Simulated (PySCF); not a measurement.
Si(Cl)2 cation (Cl₂Si), SMILES Cl[Si]Cl (connectivity only; charge and spin as stated), charge +1, multiplicity 2.

The structure is a stationary point at r2SCAN-D4/def2-TZVP. The spin state was assumed, not searched. The isomer is the one that the SMILES or the coordinates give; other isomers of the formula were not compared.

All values below come from PySCF with TDA-CAM-B3LYP/def2-SVPD.

Vertical excitations. Gas-phase values at a fixed geometry.

Task: List the lowest excited states. (Estimate from the structure and the level; the computed values follow.)

Result: 
```tsv
state	energy (eV)	λ (nm)	f	main pairs
root 1	3.46	359	0.004	β HOMO→LUMO 98 %
root 2	3.47	357	0.013	α HOMO→LUMO 94 %
root 3	3.67	338	0.000	β HOMO−1→LUMO 98 %
root 4	4.47	278	0.011	β HOMO−3→LUMO 94 %
root 5	4.48	277	0.015	β HOMO−2→LUMO 95 %
root 6	5.40	230	0.000	α HOMO−1→LUMO 96 %
root 7	5.41	229	0.000	α HOMO−2→LUMO 69 %, β HOMO−4→LUMO 16 %, β HOMO−1→LUMO+1 14 %
root 8	5.88	211	0.011	β HOMO−4→LUMO 64 %, β HOMO−1→LUMO+1 33 %
root 9	5.89	211	0.000	β HOMO→LUMO+1 96 %
root 10	6.12	203	0.000	α HOMO−3→LUMO 64 %, β HOMO−3→LUMO+1 29 %
```
Unrestricted roots are not spin-pure.
